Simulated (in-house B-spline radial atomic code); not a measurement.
A fraction x of an electron is removed from 4f in Nd III (Nd2+), starting from [Xe] 4f4 and keeping the highest spin. Computed with a radial B-spline atomic code at the basis-set limit: scalar-relativistic (X2C) PBEsol, spin-polarised, spherical fractional occupations, Fermi nucleus of rms radius 4.9123 fm.

```
   x  E(x) - E(0) (eV)  4f up level (eV)
   0            0.0000           -15.528
0.12            1.9699           -17.313
0.17            2.8546           -18.072
0.31            5.5357           -20.240
0.41            7.6388           -21.827
 0.5            9.6685           -23.281
0.52           10.1373           -23.607
0.74           15.7314           -27.271
0.81           17.6821           -28.465
0.98           22.7711           -31.418
   1           23.4030           -31.770
```

The exact functional would give a straight line between the two integer points. Deviations E(x) - E(0) - x[E(1) - E(0)], in eV: -0.838 at x = 0.12, -1.124 at x = 0.17, -1.719 at x = 0.31, -1.956 at x = 0.41, -2.033 at x = 0.5, -2.032 at x = 0.52, -1.587 at x = 0.74, -1.274 at x = 0.81, -0.164 at x = 0.98.

The curve lies below the straight line by up to 2.033 eV (at x = 0.5): convex, the delocalisation error that favours fractional charges.

**Question.** How well does Slater's transition state (minus the level at half occupation) give the ionisation energy?

**Answer.** It gives 23.281 eV against 23.403 eV from the two total energies; NIST lists 22.09 eV, ground level to ground level.
